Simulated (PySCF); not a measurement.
Exercise with solution: chemical shift, span and skew from a shielding tensor

Al(All)(OH)2 (C₃H₇AlO₂), SMILES C=C[CH2][Al]([OH])[OH]. Atoms are numbered in the order given.

```xyz
13

Al     0.0898     0.0139     0.9164
C      0.2177    -1.1048    -0.6906
C     -0.5170    -0.4684    -1.8268
C      0.0069     0.3289    -2.7682
H     -0.1628    -2.1139    -0.4614
H      1.2944    -1.2070    -0.9187
H     -1.6015    -0.6444    -1.8494
H      1.0809     0.5434    -2.8048
H     -0.6160     0.7817    -3.5437
O     -0.1748     1.6974     0.8134
H     -0.3054     2.1321    -0.0357
O      0.2589    -0.6967     2.4530
H      0.2245    -0.2115     3.2826
```
Charge 0, spin multiplicity 1.

Geometry optimised at B3LYP-D3(BJ)/def2-SVP. Other conformers were not sampled.

GIAO shieldings from PBE0/pcSseg-1 in PySCF, non-relativistic, no solvent. The symmetric part of the tensor of C2 has the principal values 145.1, 163.5, 200.3 ppm. The same nucleus in TMS has σ = 186.3 ppm at this level (PySCF, at its B3LYP-D3(BJ)/def2-TZVP geometry).

### Question
Work out the isotropic shielding, the ¹³C shift against TMS, the span and the skew.

### Answer

σ(iso) = (σ11 + σ22 + σ33)/3 = 169.6 ppm. δ = σ(ref) − σ(iso) = 186.3 − (169.6) = 16.7 ppm.
Span Ω = σ33 − σ11 = 55.2 ppm. Skew κ = 3(σ(iso) − σ22)/Ω = 0.33. Tumbling in solution averages the tensor to δ; in a static solid the shielding alone would spread this spin-1/2 line over Ω.
